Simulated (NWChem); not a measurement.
System: C₃H₇FSi; SMILES C1CC1([SiH3])F

Output (shortened):

```
             Northwest Computational Chemistry Package (NWChem) 7.3.0
             --------------------------------------------------------

                             Geometry "geometry" -> ""
                             -------------------------

 Output coordinates in angstroms (scale by  1.889725989 to convert to a.u.)

  No.       Tag          Charge          X              Y              Z
 ---- ---------------- ---------- -------------- -------------- --------------
    1 F                    9.0000     1.50270800     0.61599200     0.00000000
    2 C                    6.0000     0.16225300     0.30541000     0.00000000
    3 Si                  14.0000    -0.13223100    -1.55587800     0.00000000
    4 C                    6.0000    -0.70626100     1.26944000     0.75026400
    5 C                    6.0000    -0.70626100     1.26944000    -0.75026400
    6 H                    1.0000     0.47046500    -2.17475800    -1.21751300
    7 H                    1.0000    -1.60975200    -1.78538500     0.00000000
    8 H                    1.0000     0.47046500    -2.17475800     1.21751300
    9 H                    1.0000    -0.17178300     2.08120700     1.25098600
   10 H                    1.0000    -1.58011100     0.89286400     1.29003800
   11 H                    1.0000    -0.17178300     2.08120700    -1.25098600
   12 H                    1.0000    -1.58011100     0.89286400    -1.29003800

 Effective nuclear repulsion energy (a.u.)     229.8690665660

                                 NWChem DFT Module
                                 -----------------

 Summary of "ao basis" -> "ao basis" (spherical)
 ------------------------------------------------------------------------------
       Tag                 Description            Shells   Functions and Types
 ---------------- ------------------------------  ------  ---------------------
 F                          def2-svp                 6       14   3s2p1d
 C                          def2-svp                 6       14   3s2p1d
 Si                         def2-svp                 8       18   4s3p1d
 H                          def2-svp                 3        5   2s1p

 in cosmo_initialize ...
 calling solv_data for solv:cychexan

 solvent parameters
 solvname_short: cychexan
 solvname_long:  cyclohexane
 dielec:        2.0165
 dielecinf:     2.0352
 nonaqueous SMD model solvent descriptors
 dielec:        2.0165
 sola:          0.0000
 solb:          0.0000
 solc:          0.0000
 solg:         35.4800
 solh:          0.0000
 soln:          1.4266

          ---------------
          -cosmo- solvent
          ---------------
 Cosmo: York-Karplus, doi: 10.1021/jp992097l
 dielectric constant -eps-     =   2.02
 screen = (eps-1)/(eps    )    =   0.50409
 surface charge correction     = lagrangian

   van der Waals surface
 --------------------------

 ---------- ATOMIC COORDINATES (A.U.) ------------ VDWR(ANG.) --
     1    2.83970636    1.16405609    0.00000000     1.730
     2    0.30661371    0.57714121    0.00000000     1.850
     3   -0.24988036   -2.94018309    0.00000000     2.470
     4   -1.33463977    2.39889376    1.41779338     1.850
     5   -1.33463977    2.39889376   -1.41779338     1.850
     6    0.88904994   -4.10969671   -2.30076596     1.200
     7   -3.04199019   -3.37388843    0.00000000     1.200
     8    0.88904994   -4.10969671    2.30076596     1.200
     9   -0.32462280    3.93291096    2.36402076     1.200
    10   -2.98597682    1.68726831    2.43781833     1.200
    11   -0.32462280    3.93291096   -2.36402076     1.200
    12   -2.98597682    1.68726831   -2.43781833     1.200
 number of segments per atom =        128
 number of   points per atom =        128
 atom (   nspa,  nppa )
 ----------------------
    1 (     78,     0 )       0
    2 (      4,     0 )       0
    3 (     92,     0 )       0
    4 (     48,     0 )       0
    5 (     48,     0 )       0
    6 (     32,     0 )       0
    7 (     34,     0 )       0
    8 (     32,     0 )       0
    9 (     53,     0 )       0
   10 (     51,     0 )       0
   11 (     53,     0 )       0
   12 (     51,     0 )       0
 number of -cosmo- surface points =      576
 molecular surface =    132.116 angstrom**2
 molecular volume  =    114.494 angstrom**3
 -lineq- algorithm             =   0
 -bem- low  level              =   3
 -bem- from -octahedral-
 gaussian surface charge width =   4.50000
 degree of switching           =   1.00000
 switching function tolerance  =   0.00010
 atomic radii =
 --------------
    1  9.000  1.730
    2  6.000  1.850
    3 14.000  2.470
    4  6.000  1.850
    5  6.000  1.850
    6  1.000  1.200
    7  1.000  1.200
    8  1.000  1.200
    9  1.000  1.200
   10  1.000  1.200
   11  1.000  1.200
   12  1.000  1.200
 ...... end of -cosmo- initialization ......

 nat:                    12
 ixmem:                  7844
 calling mnsol_interface()
 G(SMD-CDS) energy (kcal/mol)  =    -1.147
 SMD-CDS SASA (angstrom**2)    =   156.486

            General Information
            -------------------
          SCF calculation type: DFT
          Wavefunction type:  closed shell.
          No. of atoms     :    12
          No. of electrons :    48
           Alpha electrons :    24
            Beta electrons :    24
          Charge           :     0
          Spin multiplicity:     1
          Use of symmetry is: off; symmetry adaption is: off
          Maximum number of iterations: 150
          AO basis - number of functions:   109
                     number of shells:    53
          Convergence on energy requested:  1.00D-06
          Convergence on density requested:  1.00D-05
          Convergence on gradient requested:  5.00D-04

              XC Information
              --------------
                       M05-2X Method XC Functional
                     Hartree-Fock (Exact) Exchange  0.560
                M05-2X metaGGA Exchange Functional  0.440
                      M05-2X Correlation Potential  1.000

             Grid Information
             ----------------
          Grid used for XC integration:  medium
          Radial quadrature: Mura-Knowles
          Angular quadrature: Lebedev.
          Tag              B.-S. Rad. Rad. Pts. Rad. Cut. Ang. Pts.
          ---              ---------- --------- --------- ---------
          F                   0.50       49          10.0       434
          C                   0.70       49          11.0       434
          Si                  1.10       88          11.0       590
          H                   0.35       45          12.0       434
          Grid pruning is: on
          Number of quadrature shells:   599
          Spatial weights used:  Erf1

      Superposition of Atomic Density Guess
      -------------------------------------

 Sum of atomic energies:        -504.40044035

      Non-variational initial energy
      ------------------------------

 Total energy =    -507.182459
 1-e energy   =   -1151.185899
 2-e energy   =     414.134374
 HOMO         =      -0.320746
 LUMO         =       0.076732

   convergence    iter        energy       DeltaE   RMS-Dens  Diis-err
 ---------------- ----- ----------------- --------- --------- ---------
     COSMO gas phase
 d= 0,ls=0.0,diis     1   -507.4539646802 -7.37D+02  8.42D-03  4.60D-01
 d= 0,ls=0.0,diis     2   -507.4861766164 -3.22D-02  3.64D-03  3.30D-01
 d= 0,ls=0.0,diis     3   -507.5144922099 -2.83D-02  7.72D-04  1.71D-02
 d= 0,ls=0.0,diis     4   -507.5161304019 -1.64D-03  2.30D-04  4.58D-04
 d= 0,ls=0.0,diis     5   -507.5161768452 -4.64D-05  7.19D-05  9.07D-05
  Resetting Diis
 d= 0,ls=0.0,diis     6   -507.5161879311 -1.11D-05  2.41D-05  3.35D-06
 d= 0,ls=0.0,diis     7   -507.5161884587 -5.28D-07  4.87D-06  8.61D-08

   convergence    iter        energy       DeltaE   RMS-Dens  Diis-err
 ---------------- ----- ----------------- --------- --------- ---------
     COSMO solvation phase
 d= 0,ls=0.0,diis     1   -507.5201859485 -4.00D-03  6.05D-04  4.28D-04
 d= 0,ls=0.0,diis     2   -507.5202922262 -1.06D-04  1.10D-04  1.25D-04
 d= 0,ls=0.0,diis     3   -507.5203022046 -9.98D-06  4.13D-05  2.83D-05
 d= 0,ls=0.0,diis     4   -507.5203047434 -2.54D-06  1.20D-05  1.09D-06
 d= 0,ls=0.0,diis     5   -507.5203048596 -1.16D-07  3.72D-06  1.61D-07

         Total DFT energy =     -507.520304859572
      One electron energy =    -1155.153576488831
           Coulomb energy =      467.904665444158
    Exchange-Corr. energy =      -50.194896410962
 Nuclear repulsion energy =      229.869066565999

             COSMO energy =        0.054436030064

 Numeric. integr. density =       47.999972243200

                                COSMO-SMD solvation results
                                ---------------------------

             internal energy in gas <Psi(g)|H|Psi(g)> =      -507.516188458682
         internal energy in solvent <Psi(s)|H|Psi(s)> =      -507.516058995600
                               delta internal energy  =         0.000129463083 (    0.08 kcal/mol)
   total free energy in solvent <Psi(s)|H+V/2|Psi(s)> =      -507.518477238434
 polarization energy contribution <Psi(s)|V/2|Psi(s)> =        -0.002418242834 (   -1.52 kcal/mol)
    total free energy in solvent including G(SMD-CDS) =      -507.520304859572
                       G(SMD-CDS) energy contribution =        -0.001827621138 (   -1.15 kcal/mol)
     1 M fixed-concentration free energy of solvation =        -0.004116400889 (   -2.58 kcal/mol)

                       DFT Final Molecular Orbital Analysis
                       ------------------------------------

 Vector   22  Occ=2.000000D+00  E=-4.090745D-01
              MO Center= -6.9D-01, -1.7D+00, -2.7D-08, r^2= 2.4D+00
   Bfn.  Coefficient  Atom+Function         Bfn.  Coefficient  Atom+Function
  ----- ------------  ---------------      ----- ------------  ---------------
    80      0.377134   7 H  s                36     -0.296437   3 Si px
    81      0.225536   7 H  s                39     -0.188839   3 Si px
    75     -0.167180   6 H  s                85     -0.167180   8 H  s
    33      0.166200   3 Si px                5      0.118604   1 F  py
    76     -0.105653   6 H  s                86     -0.105653   8 H  s

 Vector   23  Occ=2.000000D+00  E=-3.495707D-01
              MO Center= -1.7D-02,  4.6D-01, -1.1D-08, r^2= 2.9D+00
   Bfn.  Coefficient  Atom+Function         Bfn.  Coefficient  Atom+Function
  ----- ------------  ---------------      ----- ------------  ---------------
    20      0.404246   2 C  pz                6      0.281374   1 F  pz
    49      0.233604   4 C  s                63     -0.233604   5 C  s
     9     -0.220168   1 F  pz               51     -0.202429   4 C  py
    65      0.202429   5 C  py               50      0.188604   4 C  px
    64     -0.188604   5 C  px               54     -0.164936   4 C  py

 Vector   24  Occ=2.000000D+00  E=-3.479353D-01
              MO Center= -2.2D-01,  4.6D-01,  1.1D-08, r^2= 2.9D+00
   Bfn.  Coefficient  Atom+Function         Bfn.  Coefficient  Atom+Function
  ----- ------------  ---------------      ----- ------------  ---------------
    19      0.327724   2 C  py                5      0.231073   1 F  py
    37     -0.218249   3 Si py               51     -0.201985   4 C  py
    65     -0.201985   5 C  py               52      0.200183   4 C  pz
    66     -0.200183   5 C  pz               22      0.197008   2 C  py
     8     -0.180851   1 F  py               55      0.143689   4 C  pz

 Vector   25  Occ=0.000000D+00  E= 7.072061D-02
              MO Center= -3.0D-01, -1.3D+00,  5.8D-09, r^2= 4.8D+00
   Bfn.  Coefficient  Atom+Function         Bfn.  Coefficient  Atom+Function
  ----- ------------  ---------------      ----- ------------  ---------------
    40     -1.212242   3 Si py               17      1.122008   2 C  s
    81     -0.656030   7 H  s                39     -0.626679   3 Si px
    22     -0.441681   2 C  py               96     -0.408470  10 H  s
   106     -0.408470  12 H  s                32     -0.294343   3 Si s
    21     -0.275295   2 C  px               53     -0.190318   4 C  px

 Vector   26  Occ=0.000000D+00  E= 9.241614D-02
              MO Center= -6.8D-02, -1.2D+00,  7.7D-08, r^2= 4.6D+00
   Bfn.  Coefficient  Atom+Function         Bfn.  Coefficient  Atom+Function
  ----- ------------  ---------------      ----- ------------  ---------------
    39      1.090689   3 Si px               40     -0.823660   3 Si py
    81      0.808407   7 H  s                76     -0.724738   6 H  s
    86     -0.724737   8 H  s                17      0.686246   2 C  s
    91     -0.315284   9 H  s               101     -0.315284  11 H  s
    31      0.209317   3 Si s                49      0.199263   4 C  s

 Vector   27  Occ=0.000000D+00  E= 9.686031D-02
              MO Center= -3.8D-01, -1.2D+00, -6.6D-08, r^2= 4.8D+00
   Bfn.  Coefficient  Atom+Function         Bfn.  Coefficient  Atom+Function
  ----- ------------  ---------------      ----- ------------  ---------------
    41      1.448935   3 Si pz               76      1.018660   6 H  s
    86     -1.018661   8 H  s                49     -0.571775   4 C  s
    63      0.571775   5 C  s                96      0.363902  10 H  s
   106     -0.363902  12 H  s                91      0.264714   9 H  s
   101     -0.264714  11 H  s                38      0.174369   3 Si pz

     Multipole analysis of the density
     ---------------------------------

     L   x y z        total         alpha         beta         nuclear
     -   - - -        -----         -----         ----         -------
     0   0 0 0     -0.000000    -24.000000    -24.000000     48.000000

     1   1 0 0     -0.694162     -0.346055     -0.346055     -0.002052
     1   0 1 0      0.089779     -0.560406     -0.560406      1.210591
     1   0 0 1      0.000000      0.000000      0.000000     -0.000000

     2   2 0 0    -30.186885    -77.226534    -77.226534    124.266183
     2   1 1 0     -0.376418      3.309825      3.309825     -6.996067
     2   1 0 1     -0.000000     -0.000000     -0.000000     -0.000000
     2   0 2 0    -27.845416   -156.956319   -156.956319    286.067222
     2   0 1 1     -0.000000     -0.000000     -0.000000      0.000000
     2   0 0 2    -28.250168    -43.010989    -43.010989     57.771810
```

Level: M05-2X/def2-SVP, SMD on the gas-phase geometry. Coordinates come from a PBE0/def2-SVP optimisation. No frequency run checked for a minimum. Solvent: cyclohexane.

**Question.** Reconstruct the input file.

**Answer.** Several could match; the one computed here: the input that was run:
```
start job
memory heap 200 mb stack 900 mb global 1100 mb
geometry units angstroms noautosym nocenter noautoz
  F      1.502708     0.615992     0.000000
  C      0.162253     0.305410     0.000000
  Si    -0.132231    -1.555878     0.000000
  C     -0.706261     1.269440     0.750264
  C     -0.706261     1.269440    -0.750264
  H      0.470465    -2.174758    -1.217513
  H     -1.609752    -1.785385     0.000000
  H      0.470465    -2.174758     1.217513
  H     -0.171783     2.081207     1.250986
  H     -1.580111     0.892864     1.290038
  H     -0.171783     2.081207    -1.250986
  H     -1.580111     0.892864    -1.290038
end
basis spherical
  * library def2-svp
end
dft
  xc m05-2x
  iterations 150
end
cosmo
  do_cosmo_smd true
  solvent cychexan
end
task dft energy
```
